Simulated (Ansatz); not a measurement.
Abridged output of a molecular run in Ansatz:

```
Functional definition: HF
1836 factors; integrals over basis functions are off by at most 8.9e-4 eV
mean field evaluation 1: about -17904.6417 eV, gradient 6.0e1 eV
mean field evaluation 2: about -17905.3354 eV, gradient 6.1e1 eV
mean field evaluation 4: about -17914.3378 eV, gradient 6.2e0 eV
mean field evaluation 8: about -17914.5308 eV, gradient 4.6e-1 eV
mean field -17914.53178707 eV, -658.3469002689 hartree, gradient 5.6e-6 eV, S^2 0.000000; 0 other end points of the search recorded, 0 dependent functions left out
13 core orbitals not correlated: weight in the atoms' cores, before any rotation towards them, 1.000 or more for the frozen orbitals, at most 0.000 for the correlated occupied ones
reference -17914.53178707 eV, -658.3469002689 hartree; 20, 20 occupied and 257, 257 virtual orbitals, 1836 factors
second order -38.86842550 eV of doubles, -0.00000000 eV of singles
cycle   1  -37.12905819 eV  change     1.7e0 eV  update   1.8e-1
cycle   2  -38.51777304 eV  change    -1.4e0 eV  update   5.8e-2
cycle   3  -38.79500318 eV  change   -2.8e-1 eV  update   2.4e-2
cycle   4  -38.79661117 eV  change   -1.6e-3 eV  update   7.6e-3
cycle   5  -38.80889539 eV  change   -1.2e-2 eV  update   3.2e-3
cycle   6  -38.81201677 eV  change   -3.1e-3 eV  update   7.2e-4
cycle   7  -38.81218833 eV  change   -1.7e-4 eV  update   2.9e-4
cycle   8  -38.81225031 eV  change   -6.2e-5 eV  update   7.8e-5
cycle   9  -38.81229845 eV  change   -4.8e-5 eV  update   3.8e-5
perturbative correction -2.21150018 eV, -0.0812711327 hartree
Total energy: -17955.55558570 eV, -659.8544970618 hartree
```

Its atoms:

Cartesian coordinates in Å:
```
N 0.0076 -2.4479 -1.6884
C 0.0047 -1.5003 -1.0353
Si -0.0003 -0.0006 -0.0003
C -1.4420 1.0282 -0.4286
N -2.3510 1.6796 -0.7002
C 1.5291 0.9457 -0.2936
N 2.4939 1.5458 -0.4764
C -0.0927 -0.4755 1.7565
N -0.1492 -0.7751 2.8662
```

Question: Which basis set was used?
A. def2-SVP
B. def2-SVPD
C. cc-pV(Q+d)Z
D. def2-TZVPP

Answer: D. It gives 290 functions.

Question: Write the keys of the input that set method, charge and spin (a neutral closed shell needs none for the last two).

Answer: 
```yaml
correlation: {method: ccsd_t}
```
